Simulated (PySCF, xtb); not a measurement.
4H-1,3,5-oxadiazine (C3H4N2O), SMILES C1=NCN=CO1.

GFN2-xTB (xtb) at its own geometry gives an orbital gap of 3.28 eV and a dipole moment of 1.11 D.

Geometry: PBE0-D3(BJ)/def2-SVP. The values are those of a single conformer.

Question: What does PySCF with ωB97X/def2-TZVP give? (Estimate from the structure and the level; the computed values follow.)

Answer: gap 11.42 eV (levels -9.89 and 1.53 eV), dipole 1.27 D.
